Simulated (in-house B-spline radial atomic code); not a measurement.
Be: [He] 2s1 3s1 (an excited or competing configuration)

Level of theory: non-relativistic HSE06, spin-polarised, spherical fractional occupations, exact exchange averaged over the configuration, point nucleus; calculated with an all-electron radial atomic-structure program (B-spline basis).

Effective charges: Z_r = [3n² - l(l+1)]/(2<r>) from the radius, Z_e = n√(-2ε) from the energy, and Slater's rules. Values are occupation-weighted means over spin.

```
shell  electrons   ε (eV)  <r> (bohr)   Z_r   Z_e  Slater
   1s          2  -118.39      0.4185  3.58  2.95    3.70
   2s          1  -10.989       2.277  2.63  1.80    2.30
   3s          1  -1.8266       7.356  1.84  1.10    1.15
```

The least bound orbital is 3s up at -1.827 eV, and it is also the most diffuse (<r> = 7.356 bohr).
